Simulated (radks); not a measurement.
The numbers below are computed, except where a source is named.
Problem. The dysprosium ion Dy6+, 60 electrons, occupied as [Xe] 4f5 6s1 (not the ground configuration). Code: a radial shooting solver on a logarithmic mesh with Libxc functionals. Model: scalar-relativistic Kohn-Sham, PBEsol, spin-polarised, spherical densities, finite nucleus; open shells are filled with parallel spins first (spin-orbit coupling, left out, can overturn this in heavy ions); Fermi nuclear charge, rms radius 5.2218 fm. Some entries of the table are withheld. Estimate them.

orbital,occ.,eigenvalue (eV),<1/r> (bohr^-1),r(max) (bohr)
1s up,1,-53746.67,74.53,0.01338
1s down,1,-53746.64,74.53,0.01338
2s up,1,-9053.127,17.32,0.07607
2s down,1,-9053.018,17.32,0.07607
2p up,3,-8047.923,16.09,0.06170
2p down,3,-8047.839,16.09,0.06170
3s up,1,-2116.240,6.368,0.2156
3s down,1,-2113.491,6.374,0.2155
3p up,3,-1807.617,5.969,0.2119
3p down,3,-1804.882,5.975,0.2118
3d up,5,-1409.712,5.661,0.1731
3d down,5,-1407.601,5.667,0.1730
4s up,1,-517.1886,2.720,0.4921
4s down,1,-511.5928,2.717,0.4921
4p up,3,-414.2168,2.505,0.5130
4p down,3,-408.7329,2.502,0.5130
4d up,5,-273.8052,2.237,0.5283
4d down,5,-268.4486,2.231,0.5283
5s up,1,-142.0821,1.157,1.083
5s down,1,-139.6879,1.144,1.091
4f up,5,(1),(2),0.5068
4f down,0,(3),(4),0.5086
5p up,3,-112.4374,1.025,(5)
5p down,3,-110.4931,1.015,(6)
6s up,1,-58.7290,0.5566,2.280
6s down,0,-56.7887,0.5567,2.288

Solution. 
(1) 4f up eigenvalue (eV): -118.5581
(2) 4f up <1/r> (bohr^-1): 1.831
(3) 4f down eigenvalue (eV): -113.3948
(4) 4f down <1/r> (bohr^-1): 1.815
(5) 5p up r(max) (bohr): 1.190
(6) 5p down r(max) (bohr): 1.200
